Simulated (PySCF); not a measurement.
Excitation energy of Sb²⁺ by level of theory

Sb²⁺ [Kr] 4d10 5s2 5p1 (2P) → Sb²⁺ [Kr] 4d10 5s1 5p1 6s1 (4P), as a difference of total energies. All numbers are calculated (PySCF 2.14, scalar relativity by spin-free X2C-1e, in x2c-TZVPPall with one added diffuse shell each of s, p, d, f type (9s7p5d3f, 76 functions)). Correlated levels: valence: [Kr] 4d10 frozen. The calculations carry no spin-orbit coupling.

| method | excitation energy (eV) |
| --- | --- |
| UHF | 17.780 |
| MP2 (valence) | 18.473 |
| SCS-MP2 (valence) | 18.751 |
| CCSD (valence) | 18.583 |
| CCSD(T) (valence) | 18.589 |

Task: How much does correlation contribute at CCSD(T) (valence)?

Result: 18.589 − (17.780) = 0.809 eV, measured against UHF.

The promoted electron is Rydberg-like, and one or two diffuse shells describe it only roughly, which tends to raise the upper state.

The coupled-cluster amplitudes are large for the upper state (T1 above 0.03 or a double amplitude above 0.15), so a single reference is strained.
